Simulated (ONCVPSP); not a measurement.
## Varying the ONCV potential for aluminium

Base potential:

* Element: Al (Z = 13)
* Generator: ONCVPSP 4.0.1
* Type: optimised norm-conserving Vanderbilt (ONCV)
* Functional: PW91
* Relativity: scalar-relativistic
* Frozen core: [Ne]
* Valence charge: 3
* Reference configuration: 3s2 3p0.5 (charge +0.5)
* Partial waves: 3s: rc 1.60 bohr, ncon 5, nbas 9, qcut 3.3 1/bohr, 2 projectors, debl 1.2 Ha; 3p: rc 1.95 bohr, ncon 4, nbas 7, qcut 4.2 1/bohr, 2 projectors, debl 2.5 Ha; d scattering state at 0.14 Ha: rc 1.70 bohr, ncon 5, nbas 8, qcut 5.1 1/bohr, 2 projectors, debl 2.7 Ha
* Local potential: polynomial inside 1.45 bohr (lpopt 4, dvloc0 6 Ha)
* Core correction: none

All-electron outer shells of the reference configuration (PW91, scalar-relativistic, ld1.x):

```json
{"shell": "2s", "level (eV)": "-112.07", "outermost node (bohr)": "0.16", "outermost maximum (bohr)": "0.50"}
{"shell": "2p", "level (eV)": "-73.65", "outermost node (bohr)": "–", "outermost maximum (bohr)": "0.43"}
{"shell": "3s", "level (eV)": "-11.14", "outermost node (bohr)": "0.80", "outermost maximum (bohr)": "2.06"}
{"shell": "3p", "level (eV)": "-5.74", "outermost node (bohr)": "0.81", "outermost maximum (bohr)": "2.52"}
```

Cutoffs, loose and tight: the cutoffs (Ha) at which the residual kinetic energy of the hardest occupied pseudo-wave falls to 1 and 0.1 mHa per electron. They do not see the model core or the augmentation charge, which bear on the density cutoff. Test errors are all-electron minus pseudo excitation energies from the reference, over the configurations 3s2 3p1; 3s2 3p0; 3s1 3p0; 3s1 3p1. A dash means not determined; rows that change the core or the reference have their own tests.

A true bound ghost makes a file unfit for plane-wave use even where its test errors are small: the radial tests pick states by their node count and pass the ghost by.

```tsv
change	outcome	cutoff, loose	cutoff, tight	bound ghosts	GHOST(+) flags above zero	largest test error (meV)
base	generated	24 Ha	82 Ha	s	p	+21
all radii scaled by about 0.77 (s 1.24, p 1.50, d 1.32 bohr); local potential polynomial inside 1.12 bohr (lpopt 4, dvloc0 6 Ha)	failed: optimize: ERROR ps0norm > uunorm, code will stop	–	–	–	–	–
all radii scaled by about 0.86 (s 1.38, p 1.68, d 1.46 bohr); local potential polynomial inside 1.24 bohr (lpopt 4, dvloc0 6 Ha)	failed: optimize: ERROR ps0norm > uunorm, code will stop	–	–	–	–	–
all radii scaled by about 0.93 (s 1.48, p 1.82, d 1.58 bohr); local potential polynomial inside 1.34 bohr (lpopt 4, dvloc0 6 Ha)	failed: optimize: ERROR ps0norm > uunorm, code will stop	–	–	–	–	–
all radii scaled by about 1.07 (s 1.72, p 2.08, d 1.82 bohr); local potential polynomial inside 1.56 bohr (lpopt 4, dvloc0 6 Ha)	generated	5.7 Ha	25 Ha	s	s	+23
all radii scaled by about 1.15 (s 1.84, p 2.24, d 1.96 bohr); local potential polynomial inside 1.66 bohr (lpopt 4, dvloc0 6 Ha)	generated	5.6 Ha	14 Ha	none	s	+23
all radii scaled by about 1.24 (s 1.98, p 2.42, d 2.12 bohr); local potential polynomial inside 1.80 bohr (lpopt 4, dvloc0 6 Ha)	generated	5.7 Ha	23 Ha	none	none	+23
all radii scaled by about 1.31 (s 2.10, p 2.56, d 2.22 bohr); local potential polynomial inside 1.90 bohr (lpopt 4, dvloc0 6 Ha)	generated	5.6 Ha	24 Ha	none	p	+22
```

Reading the sweep of the scale of all radii (base = 1) (base included, trends over the rows without a ghost): Bound ghosts are found at 1, 1.07. The generation fails at 0.77, 0.86, 0.93.
